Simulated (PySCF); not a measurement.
## Radial density of Ta⁺ (tantalum, charge +1)

MN15, [Xe] 4f14 5d3 6s1, high-spin 5F determinant. All numbers are calculated (PySCF 2.14, a scalar-relativistic core potential, in def2-SVP with the def2 core potential (60 electrons) (6s3p2d1f, 32 functions)). This is the valence pseudo-density: the core potential removes the inner electrons and smooths the orbitals near the nucleus.

| r (bohr) | 4πr²ρ (e/bohr) | 4πr²(ρα − ρβ) |
| --- | --- | --- |
| 0.119 | 1.309e-05 | 0.0000 |
| 0.201 | 3.483e-05 | 0.0000 |
| 0.338 | 0.002763 | 0.0007 |
| 0.568 | 0.8899 | 0.0618 |
| 0.955 | 8.924 | 0.7697 |
| 1.61 | 5.858 | 1.7158 |
| 2.70 | 1.393 | 1.2016 |
| 4.55 | 0.1899 | 0.1893 |
| 7.65 | 0.002479 | 0.0025 |

Energies and moments cover only the electrons outside the core potential. Spin-orbit coupling, absent here, splits the open shell strongly.
